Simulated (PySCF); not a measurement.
SbCl2Br, SMILES [Sb]([Cl])([Br])[Cl].

The structure is a stationary point at r2SCAN-D4/def2-SVP. The def2 effective core potentials stand for the cores of Sb; spin–orbit coupling is left out.

All values below come from TDDFT-PBE/def2-SVPD (PySCF).

Vertical excitations. Gas-phase values at a fixed geometry. State labels are in the subgroup Cs.

Computed UV-visible absorptions:
```csv
state,symmetry,energy (eV),λ (nm),f,main pairs
S1,A",4.52,274,0.000,"HOMO−1→LUMO 44 %, HOMO→LUMO+1 31 %, HOMO−1→LUMO+2 13 %, HOMO−2→LUMO+1 12 %"
S2,A',4.54,273,0.013,"HOMO→LUMO 67 %, HOMO→LUMO+2 18 %"
S3,A',4.60,269,0.003,"HOMO−1→LUMO+1 54 %, HOMO→LUMO 26 %, HOMO→LUMO+2 15 %"
S4,A",4.62,269,0.000,HOMO−1→LUMO+2 84 %
S5,A",4.62,268,0.008,"HOMO−1→LUMO 50 %, HOMO→LUMO+1 24 %, HOMO−2→LUMO+1 17 %"
S6,A',4.66,266,0.001,"HOMO−2→LUMO 52 %, HOMO→LUMO+2 29 %, HOMO−1→LUMO+1 14 %"
S7,A",4.86,255,0.004,"HOMO−3→LUMO 46 %, HOMO−2→LUMO+1 39 %, HOMO→LUMO+1 11 %"
S8,A',4.87,254,0.010,HOMO−2→LUMO+2 80 %
S9,A",4.91,253,0.010,"HOMO−3→LUMO 42 %, HOMO−2→LUMO+1 27 %, HOMO→LUMO+1 13 %, HOMO−3→LUMO+2 12 %"
S10,A',5.09,244,0.033,"HOMO−3→LUMO+1 41 %, HOMO−5→LUMO 25 %, HOMO−2→LUMO 13 %, HOMO→LUMO+2 8 %"
T1,A',4.01,310,0,HOMO→LUMO 91 %
T2,A",4.15,299,0,HOMO→LUMO+1 89 %
T3,A',4.20,295,0,HOMO→LUMO+2 89 %
T4,A",4.22,294,0,HOMO−1→LUMO 97 %
```
Triplets are in the Tamm–Dancoff approximation, which puts them higher than full response would, so one can lie above its singlet here.
